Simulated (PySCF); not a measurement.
## How methods differ on the ionisation energy of In⁺

In⁺ [Kr] 4d10 5s2 → In²⁺ [Kr] 4d10 5s1 [5s1/2^1, M_J = 1/2], as a difference of total energies. Computed with PySCF 2.14 in x2c-TZVPPall-2c, with the two-component X2C-1e Hamiltonian. Correlated levels: [Ar] 3d10 frozen; the 6 highest virtual spinors dropped. "Screened" scales the spin-orbit matrix elements by Boettger's factors to mimic the two-electron term; Breit and QED terms are absent.

| method | ionisation energy (eV) |
| --- | --- |
| GHF (spin-free) | 17.036 |
| GMP2 (spin-free) | 18.769 |
| GHF (screened spin-orbit) | 17.038 |
| GMP2 (screened spin-orbit) | 18.772 |

Q: How much does correlation contribute at GMP2 (screened spin-orbit)?

A: 18.772 − (17.038) = 1.734 eV, measured against GHF (screened spin-orbit).

Errors of the correlated levels include the incompleteness of this basis and the frozen core.

For comparison: 18.870 eV (measured; NIST Atomic Spectra Database, ionization energies).
